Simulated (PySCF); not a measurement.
**PdOI₂: from structure and modes to constants**

These are results of UB3LYP/[Pd def2-SVP with ECP28, O def2-SVP, I def2-SVP with ECP28], scalar-relativistic core potentials, density fitting, no spin–orbit coupling, PySCF, not measurements.

The triplet minimum has Cs symmetry. Masses (u): Pd 105.90348, O 15.99492, I 126.90447.

```xyz
4
charge 0 multiplicity 3, angstrom
Pd   -0.3833   -0.9095    0.0000
O    -1.7999   -1.9996    0.0000
I     2.1116   -0.3649    0.0000
I    -1.5635    1.3915   -0.0001
```

Harmonic wavenumbers (cm⁻¹): 48.3 (a', ×1), 123.8 (a', ×1), 128.4 (a'', ×1), 190.2 (a', ×1), 214.4 (a', ×1), 689.8 (a', ×1).

Task: Find the principal moments of inertia and the rotational constants. What kind of rotor is it?

Result: About the centre of mass I = 293.98, 1063.7, 1357.7 u Å². With B = 16.8576/I this gives 0.05734, 0.01585, 0.01242 cm⁻¹. The molecule is an asymmetric top with κ = -0.85.

Task: What is the harmonic zero-point energy?

Result: Half the sum of all 6 wavenumbers, 1395/2 = 697 cm⁻¹, which is 8.3 kJ/mol (1 cm⁻¹ = 0.0119627 kJ/mol).

Task: Find the vibrational entropy and heat capacity at 298.15 K.

Result: With u = 1.43878 ω/T, each mode gives S = R[u/(eᵘ−1) − ln(1−e⁻ᵘ)] and C = R u² eᵘ/(eᵘ−1)².
```csv
ω (cm⁻¹),u,S (J/(mol K)),C (J/(mol K))
48.3,0.233,20.44,8.28
123.8,0.597,12.72,8.07
128.4,0.620,12.43,8.05
190.2,0.918,9.31,7.75
214.4,1.035,8.39,7.61
689.8,3.329,1.33,3.55
```
The sums over all modes are S = 64.6 and C = 43.3 J/(mol K); the softest mode gives 32 % of the entropy.

Only a few start shapes were tried, so a lower isomer may exist. With open d or f shells other occupations or spin states may lie lower. Spin–orbit coupling, left out here, can matter for elements this heavy.
